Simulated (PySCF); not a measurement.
Name the molecule from its bond curve

A diatomic of charge +1 contains Hg. Its singlet curve at RHF-SCS-MP2 in a triple-zeta basis (scalar-relativistic core potentials, PySCF), in eV from the separated fragments:

(R (Å), E (eV)): (1.380, -1.985), (1.444, -2.256), (1.509, -2.398), (1.557, -2.439), (1.605, -2.438), (1.653, -2.402), (1.717, -2.313), (1.798, -2.155), (1.894, -1.922), (2.022, -1.578)

The fit gives ωe = 2133 cm⁻¹ and the rotational constant Bₑ = 6.749 cm⁻¹.

**Question.** Which atom is the partner?

**Answer.** The minimum lies at 1.578 Å, so the reduced mass is 16.8576 u Å² cm⁻¹/(Bₑ·Re²) = 1.003 u. With Hg at 201.97 u the partner weighs about 1.0 u: H. The molecule is HgH⁺.

Correlated steps freeze no core orbitals. Spin–orbit coupling is left out.
